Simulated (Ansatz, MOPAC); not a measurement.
System: CI, charge 0, multiplicity 2. SMILES: [C]I

Atoms: C1, I2. Bonds: C1-I2.

Bond lengths (Å) and angles (degrees) optimised at AM1 with MOPAC; PM6 with MOPAC; PM7 with MOPAC; HF/3-21G with Ansatz (an electronic-structure program); PBE/6-31G* with LANL2DZ past Ar with Ansatz; MP2/6-31G* with LANL2DZ past Ar with Ansatz, each started from the B3LYP-D3(BJ)/def2-TZVP structure (Ansatz) of the last column. A row stands for all coordinates that are equal there. 6-31G* holds six Cartesian d functions.

| coordinate | AM1 | PM6 | PM7 | HF/3-21G | PBE/6-31G* with LANL2DZ past Ar | MP2/6-31G* with LANL2DZ past Ar | B3LYP-D3(BJ)/def2-TZVP |
|---|---|---|---|---|---|---|---|
| C1-I2 | 2.021 | 2.131 | 2.046 | 2.207 | 2.110 | 2.090 | 2.039 |

Mean signed difference of all 1 bond lengths from B3LYP-D3(BJ)/def2-TZVP: AM1 -0.017 Å, PM6 0.092 Å, PM7 0.007 Å, HF/3-21G 0.168 Å, PBE/6-31G* with LANL2DZ past Ar 0.071 Å, MP2/6-31G* with LANL2DZ past Ar 0.051 Å.
